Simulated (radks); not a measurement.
Task: Pb, 82 electrons, occupied as [Xe] 4f14 5d10 6s1 6p2 6d1 (not the ground configuration). Calculated with a radial shooting solver on a logarithmic mesh with Libxc functionals: scalar-relativistic Kohn-Sham, PBE, spin-unpolarised, spherical densities, finite nucleus; Fermi nuclear charge, rms radius 5.5012 fm. Some entries of the table are withheld. Estimate them.

| orbital | occ. | eigenvalue (hartree) | <r> (bohr) | <1/r> (bohr^-1) |
|---|---|---|---|---|
| 1s | 2 | -3236.880 | 0.01606 | 101.3 |
| 2s | 2 | -579.1817 | 0.06762 | 23.79 |
| 2p | 6 | -497.0507 | 0.06144 | 20.91 |
| 3s | 2 | -139.2018 | 0.1746 | 8.818 |
| 3p | 6 | -115.6371 | 0.1765 | 7.979 |
| 3d | 10 | -91.54323 | 0.1599 | 7.488 |
| 4s | 2 | -31.68100 | 0.3843 | 3.797 |
| 4p | 6 | -23.95433 | 0.4100 | 3.414 |
| 4d | 10 | (1) | 0.4310 | 3.069 |
| 5s | 2 | -5.50861 | 0.8537 | 1.597 |
| 4f | 14 | -5.09975 | 0.4538 | 2.675 |
| 5p | 6 | -3.36975 | 0.9765 | (2) |
| 5d | 10 | -0.98761 | (3) | 1.014 |
| 6s | 1 | -0.61241 | 2.226 | 0.5745 |
| 6p | 2 | -0.26090 | 2.998 | 0.4207 |
| 7s | 0 | -0.07664 | 6.752 | 0.1855 |
| 6d | 1 | -0.02512 | 8.428 | 0.1499 |

Result: 
(1) 4d eigenvalue (hartree): -14.99301
(2) 5p <1/r> (bohr^-1): 1.365
(3) 5d <r> (bohr): 1.293
